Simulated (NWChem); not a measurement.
System: InN2H5O; SMILES [NH2][In]([OH])[NH2]

All runs: NWChem. def2 effective core potentials on In; no spin-orbit coupling. Each level has its own optimisation; frequencies are unscaled. One conformer.

```csv
level,r In–O (Å),r H–O (Å),r H–N (Å),highest harmonic frequency (cm⁻¹),lowest (cm⁻¹),zero-point energy (kcal/mol)
"Hartree-Fock/STO-3G (all-electron, non-relativistic)",1.933,0.987,1.017,4202,148,45.0
"Hartree-Fock/3-21G (all-electron, non-relativistic)",1.948,0.960,1.003,3954,58,41.1
PBE0/def2-SVP (core potentials),2.004,0.963,1.017,3905,115,39.3
```
